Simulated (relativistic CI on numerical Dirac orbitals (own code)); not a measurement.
# Line list: Forbidden lines, Eu⁴²⁺

Method of calculation: Dirac-Coulomb-Breit CI, separate exchange-only KLI orbitals for each configuration, model QED (radiative potential, 1s self-energy scaled to tabulated hydrogen-like ionisation energies), unscaled Slater integrals (own radial code, finite nucleus).

Configurations in the expansion (outside the closed core [Ne]): 3s²3p⁶3d³, 3s²3p⁵3d⁴, 3s3p⁶3d⁴, 3s²3p⁶3d²4s, 3s²3p⁶3d²4p, 3s²3p⁶3d²4d, 3s²3p⁵3d³4s, 3s²3p⁶3d²4f, 3s²3p⁵3d³4p, 3s3p⁶3d³4s, 3p⁶3d⁴4p, 3s3p⁶3d³4p, 3s²3p⁶3d4s4p, 3s²3p⁶3d²5s, 3s3p⁶3d³4d, 3s²3p⁶3d²5p, 3s²3p⁶3d4p4d, 3s²3p⁶3d²5f, 3s3p⁶3d²4s4p, 3p⁶3d⁵, 3p⁵3d⁶, 3p⁵3d⁵4s, 3p⁶3d⁴4s, 3p⁵3d⁴4s², 3s²3p⁶3d4s², 3s²3p⁶4s²4p, 3s²3p⁶4s²4d, 3s²3p⁶3d4p², 3s²3p⁶4s4p², 3s²3p⁶4p³, 3s²3p⁶4p²4d, 3s²3p⁵3d4s4p². Double excitations out of closed p, d and f shells are left out; levels of such configurations are missing from the list, as are those of other unlisted configurations, and high levels can miss mixing partners. These lack a partner that the ground configuration has and come out too high: 3s²3p⁵3d³4p.

| λ vac (Å) | Lower | Upper | Type | A (s⁻¹) | gf | Branching (%) |
| --- | --- | --- | --- | --- | --- | --- |
| 9.2571 | 3s²3p⁶3d³ ⁴F3/2 [1] | 3s²3p⁶3d²4s ⁴P1/2 [302] | E2 | 3.06e+09 | 7.87e-05 | 21.5 |
| 9.3526 | 3s²3p⁶3d³ ⁴F5/2 [2] | 3s²3p⁶3d²4s ⁴F7/2 [303] | E2 | 2.30e+09 | 2.41e-04 | 18.5 |
| 9.3815 | 3s²3p⁶3d³ ⁴F3/2 [1] | 3s²3p⁶3d²4s ⁴F5/2 [299] | E2 | 3.51e+09 | 2.78e-04 | 23.7 |
| 9.3918 | 3s²3p⁶3d³ ⁴F3/2 [1] | 3s²3p⁶3d²4s ⁴F3/2 [298] | E2 | 1.77e+09 | 9.35e-05 | 15.4 |
| 9.3956 | 3s²3p⁶3d³ ⁴P3/2 [3] | 3s²3p⁶3d²4s ⁴F7/2 [303] | E2 | 9.33e+08 | 9.88e-05 | 7.5 |
| 9.4085 | 3s²3p⁶3d³ ²G9/2 [5] | 3s²3p⁶3d²4s ⁴F5/2 [304] | E2 | 1.86e+09 | 1.48e-04 | 12.7 |
| 9.4088 | 3s²3p⁶3d³ ²G7/2 [4] | 3s²3p⁶3d²4s ⁴F7/2 [303] | E2 | 9.12e+08 | 9.68e-05 | 7.3 |
| 9.4152 | 3s²3p⁶3d³ ²G9/2 [5] | 3s²3p⁶3d²4s ⁴F7/2 [303] | E2 | 8.78e+08 | 9.33e-05 | 7.1 |
| 9.4480 | 3s²3p⁶3d³ ⁴F5/2 [2] | 3s²3p⁶3d²4s ⁴P1/2 [302] | E2 | 1.16e+09 | 3.11e-05 | 8.1 |
| 9.5498 | 3s²3p⁶3d³ ⁴P5/2 [7] | 3s²3p⁶3d²4s ⁴F7/2 [303] | E2 | 3.40e+08 | 3.72e-05 | 2.7 |
| 9.5776 | 3s²3p⁶3d³ ⁴F5/2 [2] | 3s²3p⁶3d²4s ⁴F5/2 [299] | E2 | 9.56e+08 | 7.89e-05 | 6.5 |
| 9.5884 | 3s²3p⁶3d³ ⁴F5/2 [2] | 3s²3p⁶3d²4s ⁴F3/2 [298] | E2 | 2.65e+09 | 1.46e-04 | 23.2 |
| 9.6004 | 3s²3p⁶3d³ ⁴F7/2 [8] | 3s²3p⁶3d²4s ⁴F5/2 [304] | E2 | 3.87e+09 | 3.20e-04 | 26.5 |
| 9.6075 | 3s²3p⁶3d³ ⁴F7/2 [8] | 3s²3p⁶3d²4s ⁴F7/2 [303] | E2 | 1.45e+09 | 1.61e-04 | 11.7 |
| 9.6228 | 3s²3p⁶3d³ ⁴P3/2 [3] | 3s²3p⁶3d²4s ⁴F5/2 [299] | E2 | 5.77e+08 | 4.80e-05 | 3.9 |
| 9.6314 | 3s²3p⁶3d³ ⁴F9/2 [9] | 3s²3p⁶3d²4s ⁴F7/2 [303] | E2 | 1.72e+09 | 1.92e-04 | 13.9 |
| 9.6337 | 3s²3p⁶3d³ ⁴P3/2 [3] | 3s²3p⁶3d²4s ⁴F3/2 [298] | E2 | 1.96e+09 | 1.09e-04 | 17.1 |
| 9.6367 | 3s²3p⁶3d³ ²G7/2 [4] | 3s²3p⁶3d²4s ⁴F5/2 [299] | E2 | 2.56e+09 | 2.13e-04 | 17.2 |
| 9.6434 | 3s²3p⁶3d³ ²G9/2 [5] | 3s²3p⁶3d²4s ⁴F5/2 [299] | E2 | 4.13e+09 | 3.46e-04 | 27.9 |
| 9.6476 | 3s²3p⁶3d³ ²G7/2 [4] | 3s²3p⁶3d²4s ⁴F3/2 [298] | E2 | 1.41e+09 | 7.88e-05 | 12.3 |
| 9.6493 | 3s²3p⁶3d³ ⁴P5/2 [7] | 3s²3p⁶3d²4s ⁴P1/2 [302] | E2 | 6.27e+09 | 1.75e-04 | 44.0 |
| 9.6593 | 3s²3p⁶3d³ ⁴P3/2 [10] | 3s²3p⁶3d²4s ⁴F5/2 [304] | E2 | 2.32e+09 | 1.95e-04 | 15.9 |
| 9.6655 | 3s²3p⁶3d³ ⁴P1/2 [6] | 3s²3p⁶3d²4s ⁴F3/2 [298] | E2 | 1.24e+09 | 6.96e-05 | 10.8 |
| 9.6944 | 3s²3p⁶3d³ ²H11/2 [12] | 3s²3p⁶3d²4s ⁴F7/2 [303] | E2 | 1.08e+09 | 1.22e-04 | 8.7 |
| 9.8102 | 3s²3p⁶3d³ ²D5/2 [13] | 3s²3p⁶3d²4s ⁴P1/2 [302] | E2 | 5.84e+08 | 1.68e-05 | 4.1 |
| 20.044 | 3s3p⁶3d⁴ ⁴H13/2 [215] | 3p⁶3d⁵ ²I13/2 [277] | E2 | 1.11e+08 | 9.38e-05 | n/a |
| 20.293 | 3s3p⁶3d⁴ ²F7/2 [259] | 3p⁶3d⁵ ²D5/2 [301] | E2 | 4.95e+08 | 1.83e-04 | n/a |
| 20.404 | 3s3p⁶3d⁴ ²H11/2 [245] | 3p⁶3d⁵ ²H11/2 [290] | E2 | 3.20e+08 | 2.40e-04 | n/a |
| 20.416 | 3s3p⁶3d⁴ ²I11/2 [224] | 3p⁶3d⁵ ²I13/2 [277] | E2 | 1.56e+08 | 1.36e-04 | n/a |
| 21.251 | 3s3p⁶3d⁴ ²I13/2 [235] | 3p⁶3d⁵ ²I13/2 [277] | E2 | 1.42e+08 | 1.35e-04 | n/a |
| 21.736 | 3s3p⁶3d⁴ ²H11/2 [245] | 3p⁶3d⁵ ²I13/2 [277] | E2 | 1.45e+08 | 1.44e-04 | n/a |
| 21.736 | 3s3p⁶3d⁴ ²G9/2 [246] | 3p⁶3d⁵ ²I13/2 [277] | E2 | 9.29e+07 | 9.22e-05 | n/a |
| 239.25 | 3s²3p⁶3d³ ⁴P3/2 [10] | 3s²3p⁶3d³ ²D5/2 [19] | M1 | 3.18e+05 | 1.64e-05 | 29.0 |
| 288.06 | 3s²3p⁶3d³ ⁴F5/2 [2] | 3s²3p⁶3d³ ⁴P3/2 [10] | M1 | 2.24e+05 | 1.11e-05 | 29.4 |
| 292.63 | 3s²3p⁶3d³ ⁴P3/2 [3] | 3s²3p⁶3d³ ²D5/2 [13] | M1 | 2.24e+05 | 1.72e-05 | 65.6 |
| 326.98 | 3s²3p⁶3d³ ²G9/2 [5] | 3s²3p⁶3d³ ²H11/2 [12] | M1 | 1.40e+05 | 2.70e-05 | 98.8 |
| 327.49 | 3s²3p⁶3d³ ⁴F7/2 [8] | 3s²3p⁶3d³ ²G9/2 [17] | M1 | 4.00e+05 | 6.44e-05 | 55.3 |
| 335.39 | 3s²3p⁶3d³ ⁴P3/2 [3] | 3s²3p⁶3d³ ⁴P3/2 [10] | M1 | 4.46e+05 | 3.01e-05 | 58.5 |
| 352.47 | 3s²3p⁶3d³ ⁴F5/2 [2] | 3s²3p⁶3d³ ⁴F7/2 [8] | M1 | 4.59e+05 | 6.85e-05 | 80.8 |
| 357.74 | 3s²3p⁶3d³ ⁴F9/2 [9] | 3s²3p⁶3d³ ²G9/2 [17] | M1 | 2.94e+05 | 5.64e-05 | 40.7 |
| 374.16 | 3s²3p⁶3d³ ⁴F3/2 [1] | 3s²3p⁶3d³ ⁴P3/2 [3] | M1 | 2.41e+05 | 2.03e-05 | 99.4 |
| 407.21 | 3s²3p⁶3d³ ²G7/2 [4] | 3s²3p⁶3d³ ⁴F9/2 [9] | M1 | 1.24e+05 | 3.09e-05 | 37.9 |
| 419.52 | 3s²3p⁶3d³ ²G9/2 [5] | 3s²3p⁶3d³ ⁴F9/2 [9] | M1 | 2.04e+05 | 5.38e-05 | 62.1 |
| 455.06 | 3s²3p⁶3d³ ²G7/2 [4] | 3s²3p⁶3d³ ⁴F7/2 [8] | M1 | 1.09e+05 | 2.70e-05 | 19.1 |
| 458.13 | 3s²3p⁶3d³ ⁴F3/2 [1] | 3s²3p⁶3d³ ⁴F5/2 [2] | M1 | 2.77e+05 | 5.23e-05 | 100.0 |

Terms are leading LS components. Brackets give the number of a level in order of energy, since labels repeat. The list gives strong lines, with weight on those to low levels, among the lowest 400 of 3779 levels, so that lines to higher ones, which can be the strongest, are missing. Levels whose partners in the same complex of configurations lie outside the list can be far off, and so can their lines. Rates are taken at the computed energies, electric ones in the length gauge.

At this charge energies of transitions that change n are usually good to better than 1 %, and those within a shell (Δn = 0) to a few per cent.

LS names give the leading component of a level, which can be under half, so a name can repeat, a term be missing and a line seem to break the LS rules.
